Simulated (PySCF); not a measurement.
C2HF2, SMILES [CH]=C(F)F, multiplicity 2. Coordinates come from a PBE0-D3(BJ)/def2-TZVP optimisation. The isomer is the one that the SMILES or the coordinates give; other isomers of the formula were not compared.

Question: Give the equilibrium geometry at PBE0-D3(BJ)/def2-TZVP (PySCF confirms it by a frequency run) as a Z-matrix, and its point group. (Estimate from the structure and the level; the computed values follow.)

Answer: point group Cs.
```
C
C 1 1.3006
F 1 1.3134 2 124.98
F 1 1.3204 2 125.41 3 180.00
H 2 1.0722 1 140.60 3 180.00
```
Charge 0, spin multiplicity 2.
